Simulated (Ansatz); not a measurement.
Molecule: CH₃BF, net charge 0, doublet state. It need not be the lowest isomer of its formula. 
Coordinates optimised at B3LYP-D3(BJ)/def2-TZVP (Ansatz, a first-principles code):
```
C
H 1 1.0889
H 1 1.0950 2 109.89
H 1 1.0974 2 107.08 3 116.55
B 1 1.5578 2 113.07 4 117.93
F 5 1.3151 1 123.06 2 155.18
```
Charge 0, spin multiplicity 2.

Total electronic energies in hartree. Valence correlation only, unless marked. UHF or UKS for open shells. No spin-orbit coupling. No relativistic terms. CBS(X,Y): correlation extrapolated as X^-3; Hartree-Fock from the larger set.

```csv
level,program,energy (Eh)
RI-HF/cc-pVTZ,Ansatz,-163.80191
revPBE-D4/def2-TZVPD,Ansatz + dftd4,[?]
PBE0-D4/def2-TZVP,Ansatz + dftd4,[?]
LC-wPBE-D3(BJ)/def2-TZVPD,Ansatz + dftd3,-164.55812
B2PLYP-D4/def2-TZVPD,Ansatz + dftd4,-164.53919
B2PLYP/def2-TZVPD,Ansatz,-164.53762
MP2/cc-pwCVTZ,Ansatz,-164.31500
SCS-MP2/6-31G*,Ansatz,-164.08416
"CCSD(T)/CBS(cc-pVTZ,cc-pVQZ)",Ansatz,-164.4189
```

**Question.** What belongs in the gaps?

**Answer.** 
- revPBE-D4/def2-TZVPD, energy (Eh): -164.61263
- PBE0-D4/def2-TZVP, energy (Eh): -164.47584
